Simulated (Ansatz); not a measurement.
## TaN2H5O2: which of these isomers lies lowest?

2 of its isomers, all singlets with charge 0: A = `[NH]=[Ta]([NH2])([OH])[OH]`; B = `[NH2][Ta]([NH2])(=[O])[OH]`.

Shapes, held fixed at every level: PBE0-D4/def2-TZVP. Flexible molecules stand in one conformer, not always the lowest. Programs: Ansatz 0.2.0.

Electronic energies in kJ/mol, without zero-point or thermal terms.

```csv
level,kind,B − A
PBE-D4/def2-TZVPP,GGA,-59.8
r2SCAN-D4/def2-TZVPP,meta-GGA,-58.7
PBE0-D4/def2-TZVPP,global hybrid,-54.2
wB97M-V/def2-TZVPP,range-separated hybrid,-52.7
B2PLYP/def2-TZVPP,double hybrid,-59.3
CCSD/def2-SVP,coupled cluster or CI,-51.5
CCSD(T)/def2-TZVPP,coupled cluster or CI,-53.6
```

The highest level, CCSD(T)/def2-TZVPP, puts B lowest of these. All levels agree on that. The B − A difference spans -59.8 to -51.5 kJ/mol over the levels. For atoms past krypton def2 sets carry core potentials with scalar relativity. Correlated rows may include outer-core shells of Ta, which these sets cover unevenly.
